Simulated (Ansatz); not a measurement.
Species: BrF3Si, SMILES `F[Si](F)(F)Br` (charge 0, multiplicity 1).

**Question.** Give a relaxed geometry from r2SCAN-D4/def2-TZVP in Ansatz (a first-principles code).

**Answer.** the end point of this relaxation (outside a Z-matrix the atoms follow the SMILES, hydrogens last).
Z-matrix (Å, degrees):
```
Si
F 1 1.5694
F 1 1.5694 2 108.33
F 1 1.5694 2 108.33 3 -117.31
Br 1 2.1652 2 110.59 4 -121.35
```
